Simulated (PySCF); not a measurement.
Stretching SbC⁻

Set-up: PySCF, scalar-relativistic core potentials, basis sets Sb aug-cc-pVDZ-PP with ECP28, C aug-cc-pVDZ. Energies in eV from Sb + C⁻ in their ground configurations at the same level. State: ¹Σ⁺ (singlet), closed shell.

Curves on a restricted Hartree–Fock reference rise too fast on stretching and do not dissociate correctly.

```csv
R (Å),PBE,r²SCAN,RHF-CCSD(T),r²SCANh
1.661,-3.132,-2.671,,-2.558
1.738,-4.033,-3.558,-3.350,-3.433
1.815,-4.554,-4.058,-3.913,-3.920
1.873,-4.761,-4.246,-4.146,-4.097
1.931,-4.848,-4.311,-4.256,-4.150
1.989,-4.842,-4.283,-4.271,-4.110
2.066,-4.727,-4.137,-4.184,-3.946
2.163,-4.464,-3.834,-3.958,-3.622
2.279,-4.043,-3.366,-3.590,-3.126
2.433,-3.401,-2.664,,-2.386
```

Put a parabola through the three lowest points of the PBE curve and estimate Re, k and ωe (reduced mass 10.92 u; 1 eV/Å² = 0.16022 mdyn/Å; ωe = 1302.8·√(k/μ) cm⁻¹).

Through R = 1.873, 1.931, 1.989 Å the second-order coefficient is 13.8 eV/Å², so Re ≈ 1.956 Å, k ≈ 4.43 mdyn/Å and ωe ≈ 830 cm⁻¹. A polynomial fit of higher order to the unrounded PBE energies gives Re = 1.955 Å, k = 3.94 mdyn/Å, ωe = 783 cm⁻¹; anharmonicity and rounding make the difference.

The higher-order fit for each curve: PBE: Re = 1.955 Å, ωe = 783 cm⁻¹, De = 4.86 eV; r²SCAN: Re = 1.940 Å, ωe = 816 cm⁻¹, De = 4.31 eV; RHF-CCSD(T): Re = 1.971 Å, ωe = 760 cm⁻¹, De = 4.28 eV; r²SCANh: Re = 1.933 Å, ωe = 833 cm⁻¹, De = 4.15 eV.

Correlated steps freeze 5 core orbitals. Correlated levels converge slowly with the basis: in double zeta they bind strong bonds too weakly, by up to about 1 eV, and carry superposition errors of some tenths. These are scalar-relativistic numbers at best; spin–orbit coupling would shift them, the dissociation energy most. For an ion De counts to the pair picked by the measured ionisation energies or electron affinities, which need not be the lowest pair at this level. Where the molecule has an RHF reference, its open-shell atoms are computed with UHF. The highest Kohn–Sham level is positive in this anion. Much of that is self-interaction error, but it also means that the finite basis helps to hold the extra electron. The CCSD T1 diagnostic is raised, a sign that a single reference may not be enough here.
